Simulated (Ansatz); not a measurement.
Reaction (substitution at a C–C bond): `Cc1ccccc1-c1ccccc1` + `CC(N)=O` → `CNC(C)=O` + `c1ccc(-c2ccccc2)cc1`

Gas-phase electronic energies from Ansatz, PBE0-D4/def2-TZVP geometries. CBS: MP2 limit from def2 TZ/QZ plus the TZ coupled-cluster correction, frozen cores. Functionals use def2-TZVPP. B3LYP here is the variant with VWN-RPA as its local correlation; programs differ in this. One conformer a species, not always the lowest.

```csv
level,ΔE (kJ/mol),difference from CCSD(T)/CBS
r2SCAN-D4,24.1,-1.9
ωB97X-V,24.3,-1.7
ωB97M-V,26.5,0.5
r2SCAN,22.1,-3.9
B3LYP,15.4,-10.6
HF/def2-TZVPP,15.0,-11.0
SCS-MP2/def2-TZVPP,27.6,1.6
CCSD/def2-TZVPP,24.6,-1.4
HF/def2-QZVPP,14.8,-11.2
SCS-MP2/def2-QZVPP,27.7,1.7
CCSD(T)/CBS,26.0,0
```

Largest T1 diagnostic among the species: 0.014.

In def2-TZVPP, CCSD(T) changes the Hartree–Fock value by +10.8 kJ/mol (the triples alone add +1.2 kJ/mol) and MP2 by +16.9 kJ/mol. The D4 term adds +7.5 kJ/mol with B3LYP and +4.7 kJ/mol with PBE0; it sums over pairs of atoms, weighted by their polarisabilities, and B3LYP, whose exchange is more repulsive, gets the larger term.

CCSD(T)/CBS has its own doubt, a few kJ/mol and more with outer-core shells, so smaller differences from it don't rank the levels.
